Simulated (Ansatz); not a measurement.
H₃AlCl₂N (SMILES [NH3]->[Al]([Cl])[Cl]), doublet, at a GFN2-xTB geometry (such geometries of metal compounds can be far from the true shape) (the spin is typed, not shown lowest); MP2/STO-3G (Ansatz, an electronic-structure program).

Input for Ansatz:
Ansatz 0.2 input:
```yaml
crystal:
  periodic: [false, false, false]
  atoms:
    - {symbol: Al, position_ang: [0.48366782, 0.09131644, 0.53683836]}
    - {symbol: Cl, position_ang: [1.07137111, 0.91970298, -1.28103677]}
    - {symbol: Cl, position_ang: [-1.50047840, 0.23094568, 1.15324477]}
    - {symbol: N, position_ang: [0.12651682, -1.98422410, -0.42775110]}
    - {symbol: H, position_ang: [-0.58747859, -1.81195749, -1.13335513]}
    - {symbol: H, position_ang: [-0.23377482, -2.68085141, 0.21739859]}
    - {symbol: H, position_ang: [0.94277789, -2.36576328, -0.89622044]}
basis:
  gaussian:
    orbitals: STO-3G
magnetization: {spin_polarized: true, initial_magnetization: 1}
correlation: {method: mp2}
```

Question: Predict the main parts of the log of this Ansatz run.

Answer: 
```
Functional definition: HF
398 factors; integrals over basis functions are off by at most 2.2e-5 eV
mean field evaluation 1: about -32755.5658 eV, gradient 1.2e1 eV
mean field evaluation 2: about -32755.6319 eV, gradient 1.2e1 eV
mean field evaluation 4: about -32757.5441 eV, gradient 1.3e0 eV
mean field evaluation 8: about -32757.5862 eV, gradient 9.8e-3 eV
mean field -32757.58621608 eV, -1203.8190895513 hartree, gradient 1.8e-6 eV, S^2 0.751654; 0 other end points of the search recorded, 0 dependent functions left out
16 core orbitals not correlated
reference -32757.58621608 eV, -1203.8190895513 hartree; 13, 12 occupied and 6, 7 virtual orbitals, 398 factors
second order -1.94980572 eV of doubles, -0.00000000 eV of singles
Total energy: -32759.53602180 eV, -1203.8907435900 hartree
```
